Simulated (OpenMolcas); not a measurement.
Ti2+ (d2) among equal point charges was computed by CASSCF with the d shell active (OpenMolcas, ANO-RCC-VDZP on the metal). Its lowest spin-free states, and all those of the highest spin:

| 2S+1 | Degeneracy | E (cm-1) |
| --- | --- | --- |
| 3 | 1 | 0.0 |
| 3 | 2 | 2249 |
| 1 | 2 | 8844 |
| 1 | 1 | 11509 |
| 1 | 2 | 12200 |
| 3 | 1 | 16389 |
| 3 | 2 | 17959 |
| 1 | 1 | 23796 |
| 3 | 1 | 24690 |
| 1 | 2 | 28740 |
| 1 | 1 | 28991 |
| 3 | 2 | 29655 |
| 3 | 1 | 39631 |

**Question.** Is the site octahedral, tetrahedral or cube-like, axial, or of lower symmetry?

**Answer.** The states with 2S+1 = 3 have orbital degeneracies 1, 2, 1, 2, 1, 2, 1. There are pairs but no triples, so the site is axial: not cubic, but with a proper or improper axis of order three or more. The run had Ti2+ among 6 point charges of -1.5 e arranged as a trigonal antiprism (D3d), 1.73 Å from the ion, with a polar angle of 52.0° against the regular 54.74°. The active orbitals were held to one l.

Without dynamic correlation the repulsion within the d shell is too large (B by tens of per cent), so at a given field states of lower spin stand too high. Point charges carry no covalency, so the field is a model and not that of real ligands. No measured value stands beside these numbers.
